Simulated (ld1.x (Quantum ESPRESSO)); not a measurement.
# Before and after: TM potential for Hg

Hg (Z = 80), norm-conserving Troullier–Martins (Kleinman–Bylander form), made with ld1.x (Quantum ESPRESSO) 7.5 (PBE, fully relativistic). Core [Kr] 4d10 4f14 5s2, reference 5p6 5d10 6s2 6p0. Waves: 6s (bound): rc 1.75 bohr; 5p (bound): rc 1.05 bohr; 5d (bound): rc 1.90 bohr. Local part: all-electron potential smoothed inside 1.25 bohr (lloc = -1). Core correction: none.

Open shells are filled in proportion to 2j + 1 (rel_dist='average').

Change: local potential all-electron potential smoothed inside 1.08 bohr (lloc = -1).

Cutoffs: the cutoffs (Ry, on a coarse ladder) from which the occupation-weighted sum of valence levels, in a spherical-Bessel basis at the reference potential, stays within 10 and 1 mRy of its value at 400 Ry; they do not see the model core or the augmentation charge, which bear on the density cutoff. Errors are all-electron minus pseudo energies relative to the spin-unpolarised reference configuration.

What does the change do?

The potential gets neither clearly harder nor softer (160 Ry and 230 Ry → 160 Ry and 230 Ry); both files keep a bound ghost (s); the number of tests that count goes from 7 to 3; of the 3 tests that both files solve, the error grows in 1 and shrinks in 0 by more than 15 % and 0.3 meV (median size 18.5 → 19.0 meV); the range in which the p1/2 phases agree narrows (upper end at the end of the scan → 0.4).

| quantity | base | changed |
| --- | --- | --- |
| cutoff, loose | 160 Ry | 160 Ry |
| cutoff, tight | 230 Ry | 230 Ry |
| bound ghosts | s | s |
| tests counted (converged, no solver errors) | 7 of 7 | 3 of 7 |
| error for 5p6 5d10 6s0 6p0, meV [ΔE 29.69 eV] | -19 | -18 |
| error for 5p6 5d9 6s0 6p0, meV [ΔE 65.22 eV] | +18 | +19 |
| error for 5p6 5d10 6s0 6p2, meV [ΔE 12.41 eV] | +61 | +150 |
| s: phases at 2.04 bohr within 0.05 rad from the reference energy up to (Ry; the scan ends near 5) | 0.3 | -0.1 |
| p1/2: phases at 2.04 bohr within 0.05 rad from the reference energy up to (Ry; the scan ends near 5) | to the end of the scan | 0.4 |
| p3/2: phases at 2.04 bohr within 0.05 rad from the reference energy up to (Ry; the scan ends near 5) | 1.2 | 0.8 |
| d3/2: phases at 2.04 bohr within 0.05 rad from the reference energy up to (Ry; the scan ends near 5) | 4.2 | 4.0 |
| d5/2: phases at 2.04 bohr within 0.05 rad from the reference energy up to (Ry; the scan ends near 5) | 4.3 | 4.1 |

Changed file: Tests not counted: 5p6 5d10 6s1 6p0 (solver errors, printed error -4.2 eV); 5p5 5d10 6s2 6p0 (solver errors, printed error +26.2 eV); 5p6 5d9 6s2 6p1 (solver errors, printed error -2287 eV); 5p6 5d9 6s2 6p0 (solver errors, printed error -2184 eV). A true bound ghost makes a file unfit for plane-wave use even where its test errors are small: the radial tests pick states by their node count and pass the ghost by. Where a test does run into it, the solver fails or the error is huge.
